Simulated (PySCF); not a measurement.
Species: Al2BrF2H3.
Cartesian coordinates in Å at the PBE0-D3(BJ)/def2-SVP level; atoms count from 1:
```
atom  x, y, z in Å
Br1    2.9403    0.4770    0.3702
Al2    0.8525    1.0508   -0.2221
F3    -0.3062    0.4328    1.0491
Al4   -1.0272   -1.0294    0.1628
F5     0.0977   -0.3394   -1.1411
H6     0.4255    2.4448   -0.7882
H7    -0.4097   -2.3555    0.7424
H8    -2.5174   -0.7019   -0.2259
```

The calculation used PySCF, PBE0-D3(BJ)/def2-SVP geometry optimisation, gas phase.

Question: Which atoms are bound to Al2, and at what distances?

Answer: 4 atoms: H6 1.564 Å, F3 1.828 Å, F5 1.829 Å, Br1 2.245 Å. The nearest atom not counted as bound is Al4, at 2.83 Å.

Question: List the angles at Al2.

Answer: 
```tsv
angle	degrees	distance of the outer atoms (Å)
Br1–Al2–H6	125.3	3.40
F5–Al2–H6	112.5	2.83
F3–Al2–H6	112.3	2.82
Br1–Al2–F5	108.8	3.32
Br1–Al2–F3	108.6	3.32
F3–Al2–F5	80.3	2.36
```

Question: Describe the arrangement about Al2 in numbers.

Answer: Angles from 80.3° to 125.3°; τ4 = (360° − α − β)/141° = 0.87 with α and β the two widest (0 for a square, 1 for a tetrahedron). Differences among atoms that Cs makes equivalent are scatter left by the optimiser.

Question: Which atoms are bound to Al4, and at what distances?

Answer: 4 atoms: H7 1.573 Å, H8 1.574 Å, F5 1.855 Å, F3 1.856 Å. The nearest atom not counted as bound is Al2, at 2.83 Å.

Question: List the angles at Al4.

Answer: 
```tsv
angle	degrees	distance of the outer atoms (Å)
H7–Al4–H8	129.6	2.85
F3–Al4–H7	109.6	2.81
F5–Al4–H7	109.5	2.81
F5–Al4–H8	108.8	2.79
F3–Al4–H8	108.8	2.79
F3–Al4–F5	78.9	2.36
```

Question: Describe the arrangement about Al4 in numbers.

Answer: Angles from 78.9° to 129.6°; τ4 = (360° − α − β)/141° = 0.86 with α and β the two widest (0 for a square, 1 for a tetrahedron).

Question: Give some angles away from the centre.

Answer: Al2–F3–Al4 100.4°.

Point group: Cs (tolerance 0.08 Å). Charge 0, singlet. PBE0-D3(BJ)/def2-SVP frequencies: not computed here.
